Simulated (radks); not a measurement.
Results of a calculation; reference values are marked as such.
Valence configurations of Tc (all share [Kr]). Level of theory: scalar-relativistic Kohn-Sham, PBEsol, spin-polarised, spherical densities, point nucleus; open shells are filled with parallel spins first (spin-orbit coupling, left out, can overturn this in heavy ions) (a radial shooting solver on a logarithmic mesh with Libxc functionals). Energies are relative to 4d5 5s2; eigenvalues in eV for spin up.

[
 {"valence": "4d5 5s2", "E (eV)": "0.000", "moment (Bohr magnetons)": "5", "e(4d)": "-7.830", "e(5p)": "-", "e(5s)": "-5.596"},
 {"valence": "4d5 5s1 5p1", "E (eV)": "2.002", "moment (Bohr magnetons)": "7", "e(4d)": "-8.980", "e(5p)": "-2.457", "e(5s)": "-6.642"},
 {"valence": "4d5 5p2", "E (eV)": "6.250", "moment (Bohr magnetons)": "7", "e(4d)": "-10.159", "e(5p)": "-3.069", "e(5s)": "-"},
 {"valence": "4d4 5s2 5p1", "E (eV)": "7.422", "moment (Bohr magnetons)": "5", "e(4d)": "-11.530", "e(5p)": "-2.878", "e(5s)": "-7.421"},
 {"valence": "4d6 5p1", "E (eV)": "3.577", "moment (Bohr magnetons)": "5", "e(4d)": "-6.667", "e(5p)": "-2.009", "e(5s)": "-"},
 {"valence": "4d5.5 5s1.5", "E (eV)": "-0.079", "moment (Bohr magnetons)": "5", "e(4d)": "-6.547", "e(5p)": "-", "e(5s)": "-5.192"},
 {"valence": "4d5 5s1.5 5p0.5", "E (eV)": "1.168", "moment (Bohr magnetons)": "6", "e(4d)": "-8.458", "e(5p)": "-2.110", "e(5s)": "-6.182"},
 {"valence": "4d7", "E (eV)": "2.098", "moment (Bohr magnetons)": "3", "e(4d)": "-3.397", "e(5p)": "-", "e(5s)": "-"},
 {"valence": "4d4 5p3", "E (eV)": "14.537", "moment (Bohr magnetons)": "7", "e(4d)": "-13.570", "e(5p)": "-4.066", "e(5s)": "-"}
]

NIST lists [Kr] 4d5 5s2 as the ground configuration; this level of theory puts 4d5.5 5s1.5 lower, by 0.079 eV. The energies are those of spherical high-spin densities, not of single terms. No valid solution was reached for [Kr] 4d5 5s0.5 5p1.5.
